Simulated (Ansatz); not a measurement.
Ansatz (a first-principles code) input:

Ansatz 0.2 input:
```yaml
crystal:
  periodic: [false, false, false]
  atoms:
    - {symbol: N, position_ang: [0.76250749, 0.00884980, 0.00752952]}
    - {symbol: P, position_ang: [-0.75241492, 0.03360345, 0.03837435]}
basis:
  gaussian:
    orbitals: def2-TZVP
hamiltonian:
  xc: b3lyp
  dispersion: d3bj
total_charge: -1
magnetization: {spin_polarized: true, initial_magnetization: 1}
relax: {f_tol: 0.002, max_steps: 150}
```

Problem. What final total energy does it print?

Solution. -396.11741 Eh (B3LYP-D3(BJ)/def2-TZVP). The basis has 68 functions.
